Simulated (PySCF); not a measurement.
## Computed properties of C3H7BFN, SMILES B(C)(/C=C\F)N

C₃H₇BFN, SMILES CB(N)/C=C\F. Geometry: ωB97X-D3(BJ)/def2-SVP. The structure was generated by enumeration; whether it is a known compound was not checked. Other conformers were not sampled. All values are computed for the isolated molecule unless a solvent is named; none is compared with measurement here.

**Structure.** The optimised structure has Cs symmetry. All 33 harmonic modes at ωB97X-D3(BJ)/def2-SVP (PySCF) are real, so it is a minimum. With heavy atoms numbered as in [CH3:1][B:2]([NH2:3])/[CH:4]=[CH:5]\[F:6], the shortest bond between them is C4–C5 at 1.332 Å and the longest C1–B2 at 1.587 Å.

**Vibrations.** The strongest infrared lines (harmonic, unscaled, degenerate partners summed) lie at 1749 cm⁻¹ (212 km/mol, C 93 %), 1613 cm⁻¹ (181 km/mol, H 66 %, N 22 %, B 12 %), 562 cm⁻¹ (143 km/mol, H 81 %, N 18 %). The softest mode is at 56 cm⁻¹ and the zero-point energy is 65.8 kcal/mol.

**Electronic structure.** r2SCAN/def2-TZVP (PySCF) places the frontier levels at -6.36 and -1.31 eV, a gap of 5.05 eV, and gives a dipole moment of 0.13 D and a mean polarisability of 60.0 bohr³. PBE/def2-TZVP (PySCF) at the same geometry gives -6.12 and -1.51 eV, so its gap is 0.44 eV narrower. An orbital gap is neither the optical nor the fundamental gap.

**Excitations.** TDA-CAM-B3LYP/def2-SVPD (PySCF) has S1 at 6.69 eV (185 nm, f = 0.338, bright); the most intense of the 10 singlets computed lies at 6.69 eV (f = 0.34). T1 (TDA) is at 3.95 eV, 2.74 eV under S1. TDA-PBE/def2-SVPD (PySCF) puts S1 at 5.85 eV. No vertical singlet excitation falls in the visible range (under 3.1 eV).

**NMR.** GIAO shifts at PBE0/pcSseg-1 (PySCF) (non-relativistic, atoms alike by connectivity averaged): ¹³C from 9.2 to 170.5 ppm against TMS; ¹H from 0.7 to 7.2 ppm against TMS; ¹⁹F at -103.1 ppm against CFCl3; ¹¹B at 26.3 ppm against BF3.
